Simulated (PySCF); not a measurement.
Löwdin shares of the frontier orbitals

C₅H₅F₃O.
Z-matrix (Å and degrees, PBE0-D3(BJ)/def2-SVP geometry), rows numbered from 1:
```
C 
C   1  1.3319
C   2  1.4929  1  124.25
C   3  1.5064  2  113.24  1   128.98
O   4  1.1980  3  125.60  2     8.18
C   4  1.5458  3  114.82  2  -172.33
F   6  1.3367  4  109.99  3   -55.64
F   6  1.3171  4  111.75  3  -176.60
F   6  1.3372  4  109.60  3    62.71
H   1  1.0950  2  121.64  3    -0.36
H   1  1.0927  2  121.28  3   179.67
H   2  1.0951  1  119.88  3   179.49
H   3  1.1077  2  111.31  1  -111.96
H   3  1.1027  2  112.07  1     5.51
```

Method used: TDDFT PBE0/def2-SVPD, vertical, gas phase, core orbitals frozen in the response in PySCF.

Kohn–Sham orbitals with the atoms that hold most of them (Löwdin shares over 4%, at most four atoms; ? is withheld):

```tsv
orbital	ε (eV)	atoms
HOMO-3	-11.12	O5 30%, C3 20%, C4 12%, H13 8%
HOMO-2	-10.38	C2 24%, C1 21%, C3 14%, H12 13%
HOMO-1	-8.59	?
HOMO	?	C1 32%, C2 29%, O5 10%, C3 8%
LUMO	-1.72	?
LUMO+1	-0.25	C1 36%, C2 34%, C3 6%, H10 6%
LUMO+2	0.56	C3 15%, C4 12%, C1 11%, H14 10%
```

Q: Which atoms hold the HOMO-1, and with what shares?

A: O5 (bonded to C) 49%; C2 (bonded to 2 C and H) 10%; C1 (bonded to C and 2 H) 8%; C3 (bonded to 2 C and 2 H) 8%. By element: oxygen 49%, carbon 27% or more.

Q: Which atoms hold the LUMO, and with what shares?

A: C4 (bonded to 2 C and O) 39%; O5 (bonded to C) 36%; C3 (bonded to 2 C and 2 H) 6%; C6 (bonded to C and 3 F) 5%. By element: carbon 50% or more, oxygen 36%.

Q: What is the HOMO energy, and the HOMO–LUMO gap?

A: ε(HOMO) = -7.98 eV; the gap is 6.26 eV (0.2299 hartree).

Q: How does S1 compare with the orbital gap of 6.26 eV?

A: S1 is at 4.31 eV (f = 0.0005), 1.95 eV below the gap, made of HOMO-1→LUMO (58%), HOMO→LUMO (41%). Its leading pair isn't HOMO and LUMO; the energies of that pair differ by 6.87 eV. Without the coupling terms of the response equations the lowest excitation would equal the gap.

Next come S2 at 5.32 eV (f 0.0080), HOMO→LUMO (58%), HOMO-1→LUMO (41%); S3 at 6.95 eV (f 0.078), HOMO→LUMO+1 (52%), HOMO-1→LUMO+1 (47%); S4 at 7.37 eV (f 0.012), HOMO→LUMO+2 (90%); S5 at 7.40 eV (f 0.0014), HOMO-2→LUMO (93%).

Löwdin shares depend on the basis, the more so with diffuse functions.

One conformer stands for the species.
